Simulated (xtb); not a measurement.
Here is a job for xtb.
```
$ xtb mol.xyz --gfn 2 --uhf 1 --opt vtight --json

# file mol.xyz
3

B     -0.01559693     0.34435284     0.03810790
H     -1.01039026    -0.11777333     0.03194123
H      1.05947799    -0.17069573    -0.00718139
```

Question: What is the computed total energy at the end of the optimisation (GFN2-xTB in xtb)?

Answer: -2.1300 Eh

Question: Predict the dipole moment from GFN2-xTB.

Answer: 0.04 D
